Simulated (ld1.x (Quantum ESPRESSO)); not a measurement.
## PBE RRKJ dataset for thallium (Tl), scalar-relativistic all-electron reference.

The input file (ld1.x (Quantum ESPRESSO) 7.5):

```
&input
   title='Tl', zed=81., rel=1, dft='PBE', iswitch=3,
   config='[Xe] 4f14 5d10 6s1.75 6p1.25',
   nld=2, rlderiv=3.20, eminld=-3.0, emaxld=5.0, deld=0.02
 /
 &inputp
   pseudotype=2, tm=.false., lloc=0,
   nlcc=.false.,
   file_pseudopw='Tl.UPF', file_wfcaegen='ae.wfc', file_wfcncgen='nc.wfc', file_beta='beta', file_chi='chi'
 /
2
6P  2  1   1.25   0.00  2.95  2.95  0.0
6S  1  0   1.75   0.00  1.65  1.65  0.0
 &test
   configts(1)='6s1.75 6p1.25'
 /
```

Command:

```bash
ld1.x < Tl.in > Tl.out
```

The program printed (shortened: banner, matrices, multipoles, cross overlaps and the repeated all-electron block are left out):

```
Program LD1 v.7.5
     --------------------------- All-electron run ----------------------------

     Tl
     scalar relativistic calculation

     atomic number is 81.00
     dft =PBE   lsd =0 sic =0 latt =0  beta=0.20 tr2=1.0E-14
     Exchange-correlation= PBE
                           (   1   4   3   4   0   0   0)
     mesh =1281 r(mesh) = 100.03807 a.u. xmin = -7.00 dx = 0.01250
     1 Ry =  13.60569312 eV, c = 137.03599908

     n l     nl                  e(Ry)          e(Ha)          e(eV)
     1 0     1S 1( 2.00)     -6294.3702     -3147.1851    -85639.2699
     2 0     2S 1( 2.00)     -1120.7135      -560.3568    -15248.0843
     2 1     2P 1( 6.00)      -963.7125      -481.8562    -13111.9764
     3 0     3S 1( 2.00)      -267.5338      -133.7669     -3639.9832
     3 1     3P 1( 6.00)      -222.3580      -111.1790     -3025.3343
     4 0     4S 1( 2.00)       -59.7417       -29.8708      -812.8272
     4 1     4P 1( 6.00)       -44.9373       -22.4686      -611.4029
     3 2     3D 1(10.00)      -175.6142       -87.8071     -2389.3525
     5 0     5S 1( 2.00)        -9.6658        -4.8329      -131.5104
     5 1     5P 1( 6.00)        -5.6306        -2.8153       -76.6079
     4 2     4D 1(10.00)       -27.6009       -13.8005      -375.5298
     4 3     4F 1(14.00)        -8.4180        -4.2090      -114.5327
     5 2     5D 1(10.00)        -1.1736        -0.5868       -15.9678
     6 0     6S 1( 1.75)        -0.7260        -0.3630        -9.8780
     6 1     6P 1( 1.25)        -0.1898        -0.0949        -2.5826

     final scf error:  2.9E-15 reached in  23 iterations

     Etot =  -40491.767610 Ry,  -20245.883805 Ha, -550918.564108 eV

     Ekin =   45624.106254 Ry,   22812.053127 Ha,  620747.588707 eV
     Encl = -100997.632019 Ry,  -50498.816010 Ha,-1374142.787402 eV
     Eh   =   15638.342204 Ry,    7819.171102 Ha,  212770.484980 eV
     Exc  =    -756.584049 Ry,    -378.292025 Ha,  -10293.850393 eV

     normalization and overlap integrals

     s(1S/1S) =  1.000000  <r> =   0.0163  <r2> =    0.0004  r(max) =   0.0100
     s(2S/2S) =  1.000000  <r> =   0.0687  <r2> =    0.0056  r(max) =   0.0582
     s(2P/2P) =  1.000000  <r> =   0.0623  <r2> =    0.0048  r(max) =   0.0482
     s(3S/3S) =  1.000000  <r> =   0.1775  <r2> =    0.0361  r(max) =   0.1642
     s(3P/3P) =  1.000000  <r> =   0.1793  <r2> =    0.0373  r(max) =   0.1642
     s(4S/4S) =  1.000000  <r> =   0.3916  <r2> =    0.1730  r(max) =   0.3699
     s(4P/4P) =  1.000000  <r> =   0.4176  <r2> =    0.1981  r(max) =   0.3889
     s(3D/3D) =  1.000000  <r> =   0.1624  <r2> =    0.0309  r(max) =   0.1327
     s(5S/5S) =  1.000000  <r> =   0.8770  <r2> =    0.8622  r(max) =   0.8030
     s(5P/5P) =  1.000000  <r> =   1.0075  <r2> =    1.1464  r(max) =   0.9099
     s(4D/4D) =  1.000000  <r> =   0.4398  <r2> =    0.2233  r(max) =   0.3938
     s(4F/4F) =  1.000000  <r> =   0.4677  <r2> =    0.2629  r(max) =   0.3563
     s(5D/5D) =  1.000000  <r> =   1.3875  <r2> =    2.2652  r(max) =   1.1113
     s(6S/6S) =  1.000000  <r> =   2.4652  <r2> =    6.9412  r(max) =   2.0762
     s(6P/6P) =  1.000000  <r> =   3.7796  <r2> =   16.9115  r(max) =   2.8736

     ------------------------ End of All-electron run ------------------------

     --------------------- Generating NC pseudopotential ---------------------

      Generating local pot.: lloc=0, matching radius rcloc =   1.6500

      Wfc   6P  rcut= 2.946  Estimated cut-off energy=       20.03 Ry
      This function has    0 nodes for 0 < r <    2.946

     ------------------- End of pseudopotential generation -------------------

     Computing logarithmic derivative in   3.19575
     Computing logarithmic derivative in   3.19575
     Computing the partial wave expansion
       no projector for channel:   0
     R is outside the sphere for l=    1 j= 0.00

     ---------------------- Testing the pseudopotential ----------------------

     Tl
     scalar relativistic calculation

     atomic number is 81.00   valence charge is  3.00
     dft =PBE   lsd =0 sic =0 latt =0  beta=0.20 tr2=1.0E-14
     mesh =1281 r(mesh) = 100.03807 xmin = -7.00 dx = 0.01250

     n l     nl             e AE (Ry)        e PS (Ry)    De AE-PS (Ry)
     1 0     6S   1( 1.75)       -0.72602       -0.72602       -0.00000
     2 1     6P   1( 1.25)       -0.18982       -0.18982        0.00000

     eps = 6.1E-15  iter = 20

     Etot =  -40491.767610 Ry,  -20245.883805 Ha, -550918.564108 eV
     Etotps =    -3.908999 Ry,      -1.954500 Ha,     -53.184647 eV

     Ekin =       1.394550 Ry,       0.697275 Ha,      18.973820 eV
     Encl =      -6.985017 Ry,      -3.492508 Ha,     -95.035997 eV
     Ehrt =       2.731938 Ry,       1.365969 Ha,      37.169909 eV
     Ecxc =      -1.153166 Ry,      -0.576583 Ha,     -15.689622 eV
     Epseu=       0.102695 Ry,       0.051348 Ha,       1.397243 eV

     ---------------------- End of pseudopotential test ----------------------
```

Generation and configuration tests took about 3.2 s on one core of a shared server CPU.
